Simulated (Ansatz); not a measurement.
Total energies of the cluster Zn₃⁺ (the lowest doublet isomer of a short search) from Ansatz at PBE/def2-TZVP, gas phase (1 Eh = 27.2114 eV = 2625.5 kJ/mol). The reference geometry is relaxed at B3LYP/def2-TZVP.

```csv
atom,x (Å),y (Å),z (Å)
Zn1,-1.455,-0.948,-2.020
Zn2,0.008,-0.006,-0.003
Zn3,1.447,0.955,2.023
```

```
           state                    geometry  energy (Eh)
charge 1 doublet                   reference  -5337.15107
charge 0 singlet                   reference  -5337.39144
charge 1 quartet  relaxed at B3LYP/def2-TZVP  -5337.00859
```

(1) Work out the vertical electron affinity, to the singlet.

(2) Which of the charge 1 states is lowest, and how far above it are the others?

(1) E(charge 1 doublet) − E(charge 0 singlet) = -5337.15107 − (-5337.39144) = 0.24037 Eh = 6.54 eV.

(2) The doublet. quartet: -5337.00859 − (-5337.15107) = 0.14248 Eh = 374.1 kJ/mol.

The structure comes from a short search, and lower isomers may exist.
